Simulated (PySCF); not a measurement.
**Tl⁺: ionisation energy**

Tl⁺ [Xe] 4f14 5d10 6s2 (1S) → Tl²⁺ [Xe] 4f14 5d10 6s1 (2S), as a difference of total energies. Computed with PySCF 2.14 in aug-cc-pVTZ-DK3, with the spin-free X2C one-electron Hamiltonian (Gaussian nucleus). Correlated levels: valence: [Xe] 4f14 5d10 frozen. The calculations carry no spin-orbit coupling.

```tsv
method	ionisation energy (eV)
UHF	18.356
MP2 (valence)	18.900
SCS-MP2 (valence)	19.009
CCSD (valence)	19.097
```

Errors of the correlated levels include the incompleteness of this basis and the frozen core.

With two correlated electrons CCSD is exact in that space.

Q: Which method comes closest to the reference value, and which is furthest?

A: The reference is 20.428 eV (measured; NIST Atomic Spectra Database, ionization energies). Closest: CCSD (valence) (error -1.331 eV); furthest: UHF (error -2.072 eV).
